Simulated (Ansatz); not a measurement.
Sb₂H₄. Charge 0, multiplicity 1. Geometry B3LYP-D4/def2-TZVP, basis def2-TZVP, Ansatz.

| run | HOMO (eV) | LUMO (eV) |
| --- | --- | --- |
| A | -6.33 | -1.70 |
| B | -6.70 | -1.35 |
| C | -7.79 | -0.51 |
| D | -6.53 | -1.55 |
| E | -5.97 | -1.82 |
| F | -6.85 | -1.27 |

In the def2 sets Sb takes a core potential; there is no spin–orbit coupling. B3LYP takes the VWN-RPA correlation. HSE06 is defined as in plane-wave codes, on full-range PBE exchange.

Question: The runs used B3LYP, B97M-V, CAM-B3LYP, HSE06, PBE0, r2SCAN0. Estimate which is which.

Answer: A HSE06 (range-separated); B PBE0 (25 % exact exchange); C CAM-B3LYP (range-separated); D B3LYP (20 % exact exchange); E B97M-V (0 % exact exchange); F r2SCAN0 (25 % exact exchange). Exact exchange lowers occupied and raises empty levels; among semilocal functionals meta-GGAs tend to open the gap a little, and such runs are hard to tell apart. The gap grows from 4.15 eV (B97M-V) to 7.27 eV (CAM-B3LYP).
